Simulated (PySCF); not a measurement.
BeCl, SMILES [Be][Cl], multiplicity 2. Coordinates come from a PBE0-D3(BJ)/def2-TZVPD optimisation. The spin state was assumed, not searched.

Computed equilibrium geometry at PBE0-D3(BJ)/def2-TZVPD (PySCF confirms it by a frequency run) as a Z-matrix, and its point group:
point group C∞v.
```
Be
Cl 1 1.8098
```
Charge 0, spin multiplicity 2.
